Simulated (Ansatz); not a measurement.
Mulliken charges of `C[S][GeH]([F])[Cl]` from PBE/def2-TZVPP in Ansatz (PBE0-D4/def2-TZVP geometry).

| atom | x (Å) | y (Å) | z (Å) | charge (e) |
| --- | --- | --- | --- | --- |
| C1 | 0.306 | 0.961 | 1.211 | -0.269 |
| S2 | 0.844 | -0.734 | 0.832 | -0.200 |
| Ge3 | -0.089 | -0.935 | -1.133 | 0.661 |
| F4 | 0.119 | -2.589 | -1.583 | -0.318 |
| Cl5 | -2.198 | -0.574 | -1.024 | -0.269 |
| H6 | -0.781 | 1.028 | 1.239 | 0.135 |
| H7 | 0.715 | 1.682 | 0.503 | 0.130 |
| H8 | 0.702 | 1.182 | 2.202 | 0.126 |
| H9 | 0.471 | -0.066 | -2.264 | 0.004 |

Q: By hand: the dipole of these point charges (1 e Å = 4.8032 D).

A: Σ q r = (0.321, 0.754, 0.039) e Å, of length 0.820 e Å = 3.94 D.

Q: How does the dipole of the full density compare? (Estimate.)

A: Computed: (0.174, 0.604, 0.155) e Å, 3.11 D; the point charges give 1.27 times that, at 13° from its direction.

Point charges leave out the atoms' own dipoles, such as those of lone pairs, and Mulliken's split depends on the basis, so the two needn't agree.
